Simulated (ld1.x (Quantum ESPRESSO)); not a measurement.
# Which change was made? (Se, TM)

ld1.x (Quantum ESPRESSO) 7.5 input, shortened:

```
&input
   title='Se', zed=34., rel=1, dft='PBE', iswitch=3,
   config='[Ar] 3d10 4s2 4p3.5 4d-2'
 /
 &inputp
   pseudotype=2, tm=.true., lloc=1,
   nlcc=.true., new_core_ps=.true., rcore=1.15
 /
3
4S  1  0   2.00   0.00  1.65  1.65  0.0
4D  3  2  -2.00  -0.15  1.50  1.50  0.0
4P  2  1   3.50   0.00  1.60  1.60  0.0
 &test
   configts(1)='4s2 4p3.5'
 /
```

Cutoffs, loose and tight: the cutoffs (Ry, on a coarse ladder) from which the occupation-weighted sum of valence levels, in a spherical-Bessel basis at the reference potential, stays within 10 and 1 mRy of its value at 400 Ry. They do not see the model core or the augmentation charge, which bear on the density cutoff. Test errors are all-electron minus pseudo excitation energies from the reference, over the configurations 4s2 4p4; 4s2 4p3; 4s2 4p2; 4s1 4p5; 4s2 4p0; 4s2 4p4.3; 4s0 4p6; variants that change the core or the reference have their own tests.

The base gives: outcome: generated; cutoff, loose: 40 Ry; cutoff, tight: 55 Ry; bound ghosts: d; largest test error (meV): -174.

**Question.** After one change the result is: outcome: generated; cutoff, loose: 25 Ry; cutoff, tight: 45 Ry; bound ghosts: d; largest test error (meV): -159. Which change was it?
A. fully relativistic
B. core [Ar], valence charge 16; reference 3d10 4s1.75 4p4.25; waves now 4p (bound): rc 2.00 bohr; 3d (bound): rc 0.75 bohr; 4f channel at 0.2 Ry: rc 1.95 bohr; 4s (bound): rc 1.35 bohr; local potential the s channel; core correction a·sin(br)/r model core inside 0.75 bohr
C. wave 4s (bound): rc 1.65 bohr becomes 4s (bound): rc 2.20 bohr
D. wave 4d channel at -0.15 Ry: rc 1.50 bohr becomes 4d channel at -0.15 Ry: rc 1.08 bohr

**Answer.** C. The others give: core [Ar], valence charge 16; reference 3d10 4s1.75 4p4.25; waves now 4p (bound): rc 2.00 bohr; 3d (bound): rc 0.75 bohr; 4f channel at 0.2 Ry: rc 1.95 bohr; 4s (bound): rc 1.35 bohr; local potential the s channel; core correction a·sin(br)/r model core inside 0.75 bohr → outcome: generated; cutoff, loose: over 300 Ry; cutoff, tight: over 300 Ry; bound ghosts: p; largest test error (meV): -9.4 over the solved tests; 5 of 7 tests not solved or not reliable | wave 4d channel at -0.15 Ry: rc 1.50 bohr becomes 4d channel at -0.15 Ry: rc 1.08 bohr → outcome: generated; cutoff, loose: 40 Ry; cutoff, tight: 55 Ry; bound ghosts: none; largest test error (meV): -174 | fully relativistic → outcome: generated, misses its reference levels by 0.28 eV; cutoff, loose: 40 Ry; cutoff, tight: 55 Ry; bound ghosts: d5/2, d3/2; largest test error (meV): -145.
